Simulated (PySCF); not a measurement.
Electron correlation in As+ (arsenic, charge +1)

[Ar] 3d10 4s2 4p2, high-spin 3P determinant. Computed with PySCF 2.14 in cc-pVDZ-DK (5s4p2d, 27 functions), with scalar relativity by spin-free X2C-1e. Frozen: [Ar] 3d10; 4 electrons correlated.

MP2 pair energies summed by pair of shells (mhartree):

```tsv
pair	energy	share (%)
4s-4p	-25.17	59.8
4s-4s	-12.71	30.2
4p-4p	-4.19	10.0
```

Total MP2 correlation energy: -42.06 mhartree.

Same-spin part -6.95 and opposite-spin part -35.12 mhartree; SCS-MP2 scales them by 1/3 and 6/5 to -44.45 mhartree.

| level | correlation energy (mhartree) |
| --- | --- |
| CCSD | -58.35 |
| (T) | -0.61 |
| CCSD(T) | -58.96 |

Diagnostics: T1 = 0.0064, D1 = 0.0179, largest double amplitude 0.095.

Is a single reference adequate?

Mostly. T1 lies below 0.03, but a double amplitude of this size points to a near-degeneracy that CCSD handles and MP2 describes poorly.
